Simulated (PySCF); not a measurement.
# Telling isomers of C$_{5}$H$_{12}$N$_{2}$Si apart by NMR

All values are calculated (PySCF 2.14.0 with density-fitted response routines): PBE0-D3(BJ)/def2-SVP structure, σ from GIAO-PBE0/pcSseg-1. Non-relativistic, a single conformation, no solvent, rapidly exchanging positions averaged.

References, each an isolated molecule treated in the same way: TMS for $^{1}$H (31.27 ppm), $^{13}$C (184.41 ppm). Where no couplings were computed, multiplicities follow the n + 1 count of equivalent neighbours, and m marks all less simple cases (inequivalent or close neighbours, rings, F or P nearby). Shifts are as computed. Against solution values, carbons near 30 ppm lie about +2 ppm off and those near 130 ppm about +5 ppm. Of 1313 compounds with measured shifts, 239 miss one by over three times the rms of a fit or turn the order of signals round; such compounds aren't used in these exercises.

(1) Tabulate the signals of `C=CCN([SiH3])/N=C/C`, `C[SiH](C)N1CCC=N1` and their relative energies.

(2) What is the quickest way to tell C=CCN([SiH3])/N=C/C from C[SiH](C)N1CCC=N1?

Results:

(1) 
| SMILES | carbon types | δC | δH | E rel. (kcal/mol) |
| --- | --- | --- | --- | --- |
| C=CCN([SiH3])/N=C/C | 2×CH 2×CH2 1×CH3 | 147.5, 132.8, 122.4, 63.6, 22.1 | 6.60 (q, 1H), 6.14 (m, 1H), 5.30 (m, 1H), 5.22 (m, 1H), 4.53 (s, 3H), 3.76 (d, 2H), 2.03 (d, 3H) | 43.8 |
| C[SiH](C)N1CCC=N1 | 1×CH 2×CH2 2×CH3 | 139.2, 47.4, 34.9, -2.4 | 6.38 (t, 1H), 4.83 (sept, 1H), 3.22 (m, 2H), 2.56 (m, 2H), 0.33 (d, 6H) | 0.0 |

Energies are electronic energies at PBE0/pcSseg-1 on these geometries, without zero-point or thermal terms, each for the one conformer computed, which needn't be the lowest.

(2) Count the carbon signals: 5 against 4. The first has a terminal =CH2 carbon at 122.4 ppm, the second an sp3 CH2 in a ring at 34.9 ppm. Their most deshielded carbons lie at 147.5 and 139.2 ppm.
